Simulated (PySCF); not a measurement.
Dipole moment and polarisability of InEt2(iPr)

Compound: InEt2(iPr), C7H17In.
Cartesian coordinates in Å at the PBE0-D3(BJ)/def2-SVP level; atoms count from 1:
```
atom  x, y, z in Å
In1    0.163   -0.006   -0.147
C2     2.351    0.058   -0.305
C3     3.022    0.418    1.019
H4     2.608    0.802   -1.077
H5     2.712   -0.917   -0.670
H6     4.122    0.462    0.929
H7     2.698    1.404    1.393
H8     2.801   -0.314    1.813
C9    -0.930    1.894   -0.194
C10   -0.059    3.127   -0.399
H11   -1.502    1.964    0.748
H12   -1.692    1.810   -0.989
H13   -0.649    4.060   -0.420
H14    0.689    3.240    0.402
H15    0.502    3.083   -1.347
C16   -0.970   -1.886    0.061
C17   -1.478   -2.331   -1.308
C18   -2.108   -1.747    1.064
H19   -0.255   -2.641    0.429
H20   -0.660   -2.509   -2.026
H21   -2.158   -1.588   -1.760
H22   -2.052   -3.275   -1.237
H23   -2.684   -2.689    1.155
H24   -1.753   -1.489    2.075
H25   -2.827   -0.966    0.763
```

Level: CAM-B3LYP/def2-SVPD (PySCF), static field, nuclei fixed, core orbitals frozen in the response. The polarisability tensor in these axes (au):

```
x   137.36  10.20   2.02
y    10.20 136.94   0.31
z     2.02   0.31 104.11
```

**Question.** What are the eigenvalues, a third of the trace, and Δα (Δα² = ½Σ(αi − αj)² over the three pairs)?

**Answer.** Principal values 103.98, 127.01 and 147.42 au; mean 126.14 au = 18.69 Å³ = 20.80 × 10⁻⁴⁰ C²·m²/J; Δα = 37.64 au (30 % of the mean).

**Question.** What is the dipole moment, and where does it point?

**Answer.** (0.08, -0.22, -0.03) D, 0.24 D in size, pointing from the negative to the positive side. Measured along this direction, the outermost atoms are H13 at the negative end and H22 at the positive end.

**Question.** Give the principal axes and the span of the nuclei along them.

**Answer.** Largest value along (0.72, 0.70, 0.04), where the nuclei span 7.11 Å; middle along (-0.70, 0.72, -0.05), 5.97 Å; least along (-0.06, 0.01, 1.00), 4.17 Å. The response follows the extents in order.

**Question.** Form Σ f/ω² (atomic units) for the 10 lowest TDDFT singlets, given as eV and f, and set it beside the mean polarisability, which is this sum over all singlets: 4.06, 0.0007; 4.23, 0.0005; 5.36, 0.0857; 5.53, 0.0993; 6.40, 0.0022; 6.47, 0.0291; 6.62, 0.0155; 6.73, 0.0325; 6.99, 0.2930; 7.18, 0.1195.

**Answer.** They add up to 12.17 au, 9.6 % of the 126.14 au; the largest single term is 4.44 au, from the state at 6.99 eV. Terms in order: 0.03, 0.02, 2.21, 2.41, 0.04, 0.51, 0.26, 0.53, 4.44, 1.72 au. Higher excitations give the rest. The strengths listed sum to 0.678.

**Question.** Molar refractivity from α?

**Answer.** Lorentz–Lorenz: R = (4π/3)N_A α = 2.5225 cm³/(mol·Å³) × 18.69 Å³ = 47.2 cm³/mol, in the limit of long wavelengths.

Geometry: PBE0-D3(BJ)/def2-SVP, one conformer, isolated molecule. Atoms past krypton carry effective core potentials; spin–orbit coupling is left out.
